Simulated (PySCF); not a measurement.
**Group charges in `[SiH3]NCCC([SiH3])[SiH3]`**

Compound: C3H15NSi3.
Atom-mapped SMILES: `[SiH3:1][NH:2][CH2:3][CH2:4][CH:5]([SiH3:6])[SiH3:7]` (hydrogens: H8, H9, H10 on Si1; H11 on N2; H12, H13 on C3; H14, H15 on C4; H16 on C5; H17, H18, H19 on Si6; H20, H21, H22 on Si7)

Structure used (GFN2-xTB), in Å, numbered top down from 1:
```xyz
22
C3H15NSi3 angstrom
Si     3.253    0.448    0.845
N      2.426   -0.032   -0.582
C      1.052    0.320   -0.848
C      0.045   -0.566   -0.111
C     -1.410   -0.277   -0.483
Si    -1.937    1.509   -0.076
Si    -2.554   -1.573    0.323
H      4.626    0.002    0.619
H      3.114    1.902    0.909
H      2.763   -0.120    2.114
H      2.652   -0.941   -0.961
H      0.916    1.359   -0.545
H      0.869    0.254   -1.928
H      0.285   -1.611   -0.340
H      0.189   -0.432    0.964
H     -1.504   -0.400   -1.569
H     -1.320    2.474   -0.991
H     -1.554    1.828    1.301
H     -3.390    1.622   -0.222
H     -2.484   -1.463    1.781
H     -3.931   -1.368   -0.129
H     -2.117   -2.917   -0.072
```

Atomic charges (e) from the PBE0/pcSseg-1 density (PySCF):

```tsv
atom	Mulliken	IAO	Hirshfeld	ESP-fitted
Si1	+0.6016	+0.7419	+0.3422	+0.4884
N2	-0.6627	-0.6711	-0.2422	-0.8330
C3	+0.0191	-0.1342	-0.0212	+0.2125
C4	-0.2284	-0.2559	-0.0772	-0.0551
C5	-0.8127	-0.6413	-0.1884	-0.3562
Si6	+0.4798	+0.5785	+0.3039	+0.3362
Si7	+0.5094	+0.5949	+0.3072	+0.3166
H8	-0.1100	-0.1269	-0.0793	-0.0929
H9	-0.1081	-0.1359	-0.0801	-0.0832
H10	-0.1207	-0.1667	-0.0942	-0.1312
H11	+0.1904	+0.2515	+0.1130	+0.3857
H12	+0.1345	+0.1314	+0.0379	+0.0695
H13	+0.1165	+0.1311	+0.0383	+0.0203
H14	+0.1178	+0.1248	+0.0320	+0.0440
H15	+0.1380	+0.1292	+0.0329	+0.0736
H16	+0.1687	+0.1484	+0.0380	+0.1353
H17	-0.0696	-0.1154	-0.0767	-0.1105
H18	-0.0628	-0.1176	-0.0755	-0.0780
H19	-0.0747	-0.1145	-0.0779	-0.0885
H20	-0.0705	-0.1187	-0.0761	-0.0821
H21	-0.0745	-0.1162	-0.0777	-0.0825
H22	-0.0812	-0.1172	-0.0785	-0.0887
```

Cut each of the bonds Si1–N2, N2–C3, C3–C4, C5–C4 and Si6–C5 in turn and sum the charges on the side of the atom named first.

In e; the other side holds the opposite charge:

```json
{"bond cut": "Si1–N2", "piece": "SiH3", "atoms": "4", "Mulliken": "+0.263", "IAO": "+0.312", "Hirshfeld": "+0.089", "ESP-fitted": "+0.181"}
{"bond cut": "N2–C3", "piece": "SiNH4", "atoms": "6", "Mulliken": "-0.209", "IAO": "-0.107", "Hirshfeld": "-0.041", "ESP-fitted": "-0.266"}
{"bond cut": "C3–C4", "piece": "CH6NSi", "atoms": "9", "Mulliken": "+0.061", "IAO": "+0.021", "Hirshfeld": "+0.014", "ESP-fitted": "+0.036"}
{"bond cut": "C5–C4", "piece": "CH7Si2", "atoms": "10", "Mulliken": "-0.088", "IAO": "-0.019", "Hirshfeld": "-0.002", "ESP-fitted": "-0.098"}
{"bond cut": "Si6–C5", "piece": "SiH3", "atoms": "4", "Mulliken": "+0.273", "IAO": "+0.231", "Hirshfeld": "+0.074", "ESP-fitted": "+0.059"}
```

Extremes among these pieces. Mulliken: lowest SiNH4 at N2, highest SiH3 at Si6; IAO: lowest SiNH4 at N2, highest SiH3 at Si1; Hirshfeld: lowest SiNH4 at N2, highest SiH3 at Si1; ESP-fitted: lowest SiNH4 at N2, highest SiH3 at Si1.

Do the schemes agree better on the pieces than on the single atoms at the cuts?

The spread between schemes averages 0.161 e for the pieces and 0.447 e for the atoms named first; it is smaller for the piece at 5 of the 5 cuts. On average they agree better on the pieces.

One conformer (not necessarily the lowest) at the GFN2-xTB geometry, without solvent, vibrations or thermal averaging.
